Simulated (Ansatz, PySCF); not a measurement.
B(F)(OMe)(OtBu) (C5H12BFO2), SMILES B(OC)(F)OC(C)(C)C.

Geometry optimised at B3LYP-D3(BJ)/def2-SVP. The values are those of a single conformer.

Vertical ionisation energy (IE) and electron affinity (EA) in eV. Rows of orbital energies are one-electron estimates. Where ΔSCF, EOM or ADC give a negative EA the extra electron is unbound and the value depends on the basis.

```
level                                                                   IE     EA
-------------------------------------------------------------------  -----  -----
−ε(HOMO), −ε(LUMO), PBE/def2-SVP (PySCF)                                 …      …
ΔSCF, PBE0/def2-SVPD (Ansatz), final states of multiplicity 2 and 2  10.26  -1.25
```

**Question.** Fill in the missing entries. (Estimate from the structure and the level; the computed values follow.)

**Answer.** 
- −ε(HOMO), −ε(LUMO), PBE/def2-SVP (PySCF), IE: 6.63
- −ε(HOMO), −ε(LUMO), PBE/def2-SVP (PySCF), EA: -0.60

**Question.** What vertical singlet–triplet gap does ΔSCF give with PBE0/def2-SVPD (Ansatz, a first-principles code)? (An estimate is asked for; the answer gives what the named calculation found.)

**Answer.** 7.58 eV (triplet above singlet where positive).
